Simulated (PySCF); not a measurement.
**How methods differ on the fine-structure interval of Hg³⁺**

Hg³⁺ [Xe] 4f14 5d9 [5d3/2^4 5d5/2^5, M_J = 5/2] → Hg³⁺ [Xe] 4f14 5d9 [5d3/2^3 5d5/2^6, M_J = 3/2], as a difference of total energies. All numbers are calculated (PySCF 2.14, the two-component X2C-1e Hamiltonian, in x2c-TZVPall-2c (11s11p10d2f, 108 functions)). Correlated levels: [Kr] 4d10 4f14 frozen; the 34 highest virtual spinors dropped. "Screened" scales the spin-orbit matrix elements by Boettger's factors to mimic the two-electron term; Breit and QED terms are absent.

```json
{"method": "GHF (screened spin-orbit)", "fine-structure interval (cm⁻¹)": "16144"}
{"method": "GMP2 (screened spin-orbit)", "fine-structure interval (cm⁻¹)": "16854"}
{"method": "GHF (bare spin-orbit)", "fine-structure interval (cm⁻¹)": "18625"}
```
